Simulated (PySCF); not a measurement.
Mapped SMILES: `[CH3:1][CH2:2][CH2:3][CH2:4][C:5]([NH2:6])=[O:7]`. Each H is labelled by its parent atom. Ha(N6) is cis to the C=O or C=S heteroatom; Hb(N6) is trans to the C=O or C=S heteroatom.

GIAO shifts from PySCF 2.14 on PBE0-D3(BJ)/def2-TZVP geometries (one conformer, non-relativistic, equivalent nuclei averaged), against TMS at the same level and in the same medium; PCM means IEF-PCM chloroform.

Measured (solution, not stated per compound (mostly CDCl3 or CCl4); Pretsch, Buehlmann, Badertscher, Structure Determination of Organic Compounds, 4th ed. (2009)): H(C4) 2.22, H(C3) 1.60, H(C2) 1.37, H(C1) 0.93 ppm.

Q: Which unscaled values do B97-2/pcSseg-2, gas; WP04/pcSseg-2, PCM; wB97X-D/pcSseg-2, PCM give, and how close are they?

A: 
```json
{"atoms": "H(C4)", "measured": "2.22", "B97-2/pcSseg-2, gas": "2.11", "WP04/pcSseg-2, PCM": "2.26", "wB97X-D/pcSseg-2, PCM": "2.29"}
{"atoms": "H(C3)", "measured": "1.60", "B97-2/pcSseg-2, gas": "1.58", "WP04/pcSseg-2, PCM": "1.47", "wB97X-D/pcSseg-2, PCM": "1.43"}
{"atoms": "H(C2)", "measured": "1.37", "B97-2/pcSseg-2, gas": "1.21", "WP04/pcSseg-2, PCM": "1.21", "wB97X-D/pcSseg-2, PCM": "1.22"}
{"atoms": "H(C1)", "measured": "0.93", "B97-2/pcSseg-2, gas": "1.02", "WP04/pcSseg-2, PCM": "0.97", "wB97X-D/pcSseg-2, PCM": "0.99"}
```

Mean absolute error for 1H: B97-2/pcSseg-2, gas 0.10, WP04/pcSseg-2, PCM 0.09, wB97X-D/pcSseg-2, PCM 0.11 ppm.

The C=O carbon of an acid or of an amide with N–H lies up to 10 ppm further downfield in solution, through hydrogen bonding that the calculation lacks.
